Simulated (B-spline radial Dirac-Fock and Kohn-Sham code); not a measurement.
# Magnetic form factor of the 3d shell of In²⁹⁺

System: the In²⁹⁺ ion in the configuration 1s2 2s2 2p6 3s2 3p6 3d2.

The computed values come from a B-spline atomic structure program: relativistic Hartree-Fock (Dirac-Fock) wave functions, averaged over the configuration. ⟨j_K⟩ is the integral of the 3d radial density with the spherical Bessel function j_K(4πsr), s = sin θ/λ.

```csv
s (Å⁻¹),⟨j0⟩,⟨j2⟩,⟨j4⟩
0,1.0000,0.0000,0.0000
0.05,0.9983,0.0007,0.0000
0.1,0.9932,0.0027,0.0000
0.15,0.9848,0.0060,0.0000
0.2,0.9732,0.0106,0.0000
0.25,0.9585,0.0165,0.0001
0.3,0.9408,0.0234,0.0002
0.35,0.9203,0.0313,0.0004
0.4,0.8972,0.0402,0.0007
0.45,0.8717,0.0498,0.0011
0.5,0.8441,0.0601,0.0016
0.6,0.7835,0.0821,0.0032
0.7,0.7174,0.1051,0.0057
0.8,0.6479,0.1279,0.0090
0.9,0.5772,0.1497,0.0134
1,0.5069,0.1695,0.0188
1.1,0.4388,0.1866,0.0252
1.2,0.3741,0.2007,0.0324
1.4,0.2587,0.2187,0.0484
1.6,0.1651,0.2234,0.0653
```

Radial moments of the shell: ⟨r²⟩ = 0.09208, ⟨r⁴⟩ = 0.01434, ⟨r⁶⟩ = 0.003394 in powers of bohr.
